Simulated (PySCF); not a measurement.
## Computed properties of Sn(H)2(vinyl)(OH) (C2H6OSn), SMILES C=[CH][SnH2][OH]

Sn(H)2(vinyl)(OH) (C₂H₆OSn), SMILES C=[CH][SnH2][OH]. Coordinates come from a PBE0-D3(BJ)/def2-SVP optimisation. The structure was generated by enumeration; whether it is a known compound was not checked. The def2 effective core potentials stand for the cores of Sn; spin–orbit coupling is left out. The values are those of a single conformer. All values are computed for the isolated molecule unless a solvent is named; none is compared with measurement here.

**Structure.** All 24 harmonic modes at PBE0-D3(BJ)/def2-SVP (PySCF) are real, so it is a minimum. With heavy atoms numbered as in [SnH2:1]([OH:2])[CH:3]=[CH2:4], the shortest bond between them is C3–C4 at 1.336 Å and the longest Sn1–C3 at 2.136 Å.

**Vibrations.** The strongest infrared lines (harmonic, unscaled, degenerate partners summed) lie at 1918 cm⁻¹ (186 km/mol, H 99 %), 1959 cm⁻¹ (132 km/mol, H 99 %), 611 cm⁻¹ (119 km/mol, O 81 %, Sn 14 %). The softest mode is at 53 cm⁻¹ and the zero-point energy is 42.9 kcal/mol.

**Electronic structure.** M06-2X/def2-TZVP (PySCF) places the frontier levels at -9.32 and -0.12 eV, a gap of 9.20 eV, and gives a dipole moment of 2.40 D and a mean polarisability of 65.0 bohr³. PBE/def2-TZVP (PySCF) at the same geometry gives -6.39 and -1.82 eV, so its gap is 4.63 eV narrower. An orbital gap is neither the optical nor the fundamental gap.

**Excitations.** TDDFT-ωB97X/def2-SVPD (PySCF) has S1 at 6.02 eV (206 nm, f = 0.006, weak); the most intense of the 10 singlets computed lies at 7.09 eV (f = 0.41). T1 (TDA) is at 4.36 eV. TDDFT-PBE/def2-SVPD (PySCF) puts S1 at 4.70 eV. No vertical singlet excitation falls in the visible range (under 3.1 eV).
